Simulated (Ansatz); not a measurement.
System: C2H8BN2, charge 0, multiplicity 2. It need not be the lowest isomer of its formula. 
Coordinates optimised at B3LYP-D3(BJ)/def2-TZVP (Ansatz, a program for electronic structure):
SMILES: C[CH]B(N)N
```xyz
13

C      2.1256    -0.0392     0.0759
C      0.7892    -0.6889     0.1691
B     -0.5827    -0.0072    -0.0171
N     -1.7653    -0.7912     0.1110
N     -0.6726     1.3826    -0.3121
H      2.7448    -0.4998    -0.7047
H      2.0680     1.0284    -0.1444
H      2.6938    -0.1489     1.0085
H      0.8211    -1.7539     0.3921
H     -1.7354    -1.7727     0.3190
H     -2.6979    -0.4320     0.0064
H      0.1348     1.9696    -0.4114
H     -1.5395     1.8736    -0.4426
```
Charge 0, spin multiplicity 2.

Atomisation energy built up term by term with Ansatz (kcal/mol; UHF references for open shells; valence terms freeze the core; atomic spin-orbit terms are left out). Basis-set limits of correlation are two-point, X^-3; Hartree-Fock from the larger set.

```csv
term,basis,kcal/mol
Hartree-Fock,cc-pVQZ,883.67
CCSD correlation,"CBS(cc-pVTZ,cc-pVQZ)",297.03
(T),"CBS(cc-pVTZ,cc-pVQZ)",17.34
core correlation,cc-pwCVTZ,5.22
scalar relativity (X2C),cc-pVTZ-DK against cc-pVTZ,-1.02
sum: De,,1202.2
```

(T) makes 1.4 % of the CCSD(T) atomisation energy; under 5 % is typical of single-reference molecules.
